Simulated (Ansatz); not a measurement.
Relative stability

The two ends of one reaction step of TiH2OF4, closed shell (PBE0-D4/def2-TZVP).

A:

```xyz
8
angstrom
Ti -0.3887 -0.4516 -0.6206
F 0.8153 -1.5488 0.0636
F -0.8432 -1.3693 -2.0358
F -1.9116 -0.3681 0.2309
F 0.1390 1.0435 -1.3998
H 1.0759 0.3062 1.6643
O 0.3844 0.7630 1.1753
H 0.7290 1.6250 0.9221
```

B:

Ti1  (-0.472, 0.067, -0.554)
F2  (0.468, -1.622, 0.991)
F3  (0.206, -1.028, -1.734)
F4  (-1.960, -0.484, 0.178)
F5  (-0.937, 1.470, -1.481)
H6  (0.953, -0.897, 1.335)
O7  (0.733, 0.788, 0.607)
H8  (1.009, 1.706, 0.658)
(Å)

Program: Ansatz 0.2.0. Basis: def2-TZVPP. Cores are frozen in the correlated methods. B3LYP uses VWN-RPA correlation.

Which structure is lower at CCSD(T), and by how much? (An estimate is asked for; the value comes from the calculation.)

Computed: A, by 68.6 kJ/mol (electronic energy, against the other). By their contacts, A is TiH₂OF₄ ([OH2][Ti]([F])([F])([F])[F]) and B is TiH₂OF₄ ([OH][Ti]([F])([F])([F])[FH]).

All methods give the same order:

| method | E(B) − E(A) (kJ/mol) |
| --- | --- |
| SPW92 | 65.5 |
| PBE-D4 | 67.3 |
| BLYP-D4 | 67.9 |
| r2SCAN-D4 | 72.8 |
| B97M-V | 75.6 |
| PBE0-D4 | 69.6 |
| B3LYP-D4 | 69.8 |
| r2SCAN0-D4 | 72.9 |
| BHLYP-D4 | 74.0 |
| CAM-B3LYP-D4 | 71.8 |
| wB97X-V | 73.0 |
| wB97M-V | 71.4 |
| B2PLYP | 69.2 |
| PBE-QIDH | 70.0 |
| RPA on PBE | 68.2 |
| HF | 81.6 |
| MP2 | 64.9 |
| CCSD | 70.9 |
| CCSD(T) | 68.6 |

The T1 diagnostic stays at or below 0.022.

Labels in which every atom is bracketed show which atoms are joined, not bond orders.

For scale, one of the runs: CCSD(T)/def2-TZVPP, 247 basis functions, launched by `ansatz run in.yaml --threads 8 --pin off --events-out ev --progress --plain --max-ram 19148MiB`. The run took 3.9 min on 8 CPU threads of an Arm Neoverse V2 (shared host), with 6.3 GiB of host memory at its peak.
